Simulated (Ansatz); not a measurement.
Single points on the cluster Zn₃⁻.

```yaml
crystal:
  periodic: [false, false, false]
  atoms:
    - {symbol: Zn, position_ang: [0.338658, 0.456280, 1.452396]}
    - {symbol: Zn, position_ang: [0.074613, -1.510711, -0.380150]}
    - {symbol: Zn, position_ang: [-0.413271, 1.054431, -1.072246]}
basis:
  gaussian: {orbitals: def2-TZVPD, initial_orbitals: start.molden}
total_charge: -1
magnetization: {spin_polarized: true, initial_magnetization: 1}
hamiltonian: {xc: {name: CAM-B3LYP}}
scf: {omitted_lower_state_checks: [starts]}
output: {orbitals: {seedname: orbitals}}
```

The file start.molden holds the orbitals of an earlier run on this structure, at another level or in another basis.

```sh
$ ansatz run in.yaml --threads 4 --pin off --events-out ev --progress --plain --max-ram 3916MiB
```

Output, abridged:

```
Functional definition: CAM-B3LYP
1257 factors; integrals over basis functions are off by at most 7.5e-4 eV
258 factors; integrals over basis functions are off by at most 4.6e-4 eV
mean field evaluation 1: about -145268.8286 eV, gradient 3.7e0 eV
mean field evaluation 2: about -145268.8942 eV, gradient 8.6e-2 eV
mean field evaluation 4: about -145269.0302 eV, gradient 7.8e-4 eV
mean field evaluation 8: about -145269.0302 eV, gradient 2.3e-5 eV
mean field -145269.03019035 eV, -5338.5383926101 hartree, gradient 5.4e-6 eV, S^2 0.752083; 0 other end points of the search recorded, 0 dependent functions left out
reference -145269.03028047 eV, -5338.5383959220 hartree; 46, 45 occupied and 107, 108 virtual orbitals, 1257 factors
Total energy: -145269.03028047 eV, -5338.5383959220 hartree
Checks for a lower state left out: starts
```

Run time 8 s (4 threads of Arm Neoverse V1 on a shared host), peak host memory 0.69 GiB.

Geometry: PBE0/def2-TZVPD.

The structure comes from a short search, and lower isomers may exist.
